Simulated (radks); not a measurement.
Results of a calculation; reference values are marked as such.
Kr, 36 electrons, occupied as [Kr].

Code: a radial shooting solver on a logarithmic mesh with Libxc functionals. Model: Dirac Kohn-Sham, BLYP, spin-unpolarised, spherical densities, point nucleus.

Energy parts (hartree):
part                       energy
total                 -2790.92818
kinetic                2866.24346
electron-nucleus      -6743.04256
Hartree                1182.91547
exchange-correlation    -97.04455

Orbitals (lengths in bohr, moments of r in powers of bohr):
orbital  occ.  eigenvalue (hartree)      <r>  small-component weight
1s1/2       2             -520.2460  0.04148                1.71e-02
2s1/2       2             -68.49425   0.1832                3.39e-03
2p1/2       2             -61.90786   0.1573                3.39e-03
2p3/2       4             -59.92820   0.1613                3.30e-03
3s1/2       2              -9.68361   0.5304                8.30e-04
3p1/2       2              -7.35912   0.5336                7.78e-04
3p3/2       4              -7.06784   0.5441                7.56e-04
3d3/2       4              -3.01481   0.5538                6.36e-04
3d5/2       6              -2.96691   0.5578                6.30e-04
4s1/2       2              -0.84258    1.569                1.32e-04
4p1/2       2              -0.35013    1.918                9.04e-05
4p3/2       4              -0.32650    1.969                8.62e-05

The highest occupied level is 4p3/2 at -8.884 eV. Summed over all electrons, <r^2> = 39.47 bohr^2, which gives a Langevin (diamagnetic) susceptibility term of -31.3 x 10^-6 cm^3/mol. The density falls to 0.001 e/bohr^3 at r = 4.06 bohr.
